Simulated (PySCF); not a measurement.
An unknown is described by computed data only.

Formula: C7H9; charge +1.

- Triplet: lowest triplet excitation (Tamm–Dancoff): 2.08 eV [TDA B3LYP/def2-SVPD]
- 1H NMR: chemical shifts (computed TMS as zero) by class: 9.20 (1 H), 8.51 (1 H), 7.58 (1 H), 3.47 (3 H), 3.23 (3 H) ppm [GIAO HF/pcSseg-1]
- Couplings: largest of the computed one-bond spin–spin couplings (means over like bonds): 13C–13C +189.0, 13C–1H +180.5, 13C–1H +177.6, 13C–1H +166.4, 13C–1H +145.5 (×3), 13C–1H +139.8 (×3), 13C–13C +104.6, 13C–13C +68.9 Hz [B3LYP/pcJ-1, spin–dipole term left out]
- Valence photoelectron: vertical ionisation energy: 14.25 eV [ΔSCF B3LYP/def2-SVPD]
- Polarisability: 108.6 au [B3LYP/def2-SVPD]
- 13C NMR: chemical shifts (computed TMS as zero) by class: 232.2 (1 C), 228.3 (1 C), 209.1 (1 C), 142.0 (1 C), 65.6 (1 C), 26.6 (1 C), 10.3 (1 C) ppm [GIAO HF/pcSseg-1]
- Rotational structure: rotational constants A, B, C: 18.611, 0.803, 0.777 GHz [PBE0-D3(BJ)/def2-SVP]

Electronic properties: PySCF, gas phase, density fitting. Levels stand in brackets. Isolated species at its PBE0-D3(BJ)/def2-SVP geometry (one conformer only). Each NMR value is the plain mean over a class of atoms that symmetry, rotation or inversion makes alike.

**Question.** Give a SMILES that accounts for the data.

**Answer.** Numbering: `[CH3:1][C:2]#[C:3]/[CH:4]=[CH:5]/[CH+:6][CH3:7]`. 7 carbons fall into 7 classes; from least to most shielded: carbon bonded to 2 C and H [C6] (232.2 ppm), alkyne carbon [C2] (228.3 ppm), carbon bonded to 2 C and H [C4] (209.1 ppm), carbon bonded to 2 C and H [C5] (142.0 ppm), alkyne carbon [C3] (65.6 ppm), methyl carbon [C7] (26.6 ppm), propargylic carbon [C1] (10.3 ppm). Hydrogen classes from least to most shielded: 1 H on a carbon bonded to 2 C and H, C6 (9.20 ppm), 1 H on a carbon bonded to 2 C and H, C4 (8.51 ppm), 1 H on a carbon bonded to 2 C and H, C5 (7.58 ppm), 3 H on a propargylic carbon, C1 (3.47 ppm), 3 H on a methyl carbon, C7 (3.23 ppm). The couplings run between: +189.0 Hz, alkyne carbon [C2] and alkyne carbon [C3]; +180.5 Hz, carbon bonded to 2 C and H [C5] and its hydrogen; +177.6 Hz, carbon bonded to 2 C and H [C4] and its hydrogen; +166.4 Hz, carbon bonded to 2 C and H [C6] and its hydrogen; +145.5 Hz, propargylic carbon [C1] and its hydrogen (with 2 like pairs); +139.8 Hz, methyl carbon [C7] and its hydrogen (with 2 like pairs); +104.6 Hz, alkyne carbon [C3] and carbon bonded to 2 C and H [C4]; +68.9 Hz, propargylic carbon [C1] and alkyne carbon [C2]. The first electron is taken from the HOMO, whose largest Löwdin shares are 0.21 on an alkyne carbon, 0.19 on a carbon bonded to 2 C and H, 0.18 on an alkyne carbon and 0.15 on a carbon bonded to 2 C and H. By its constants the optimised geometry is an asymmetric top. Structure: `CC#C/C=C/[CH+]C`. The assignments are read from this structure; whether some other isomer fits the data as well wasn't checked.

Shape of the structure used: `[CH3:1][C:2]#[C:3]/[CH:4]=[CH:5]/[CH+:6][CH3:7]`: C4–C5–C6–C7 180°.
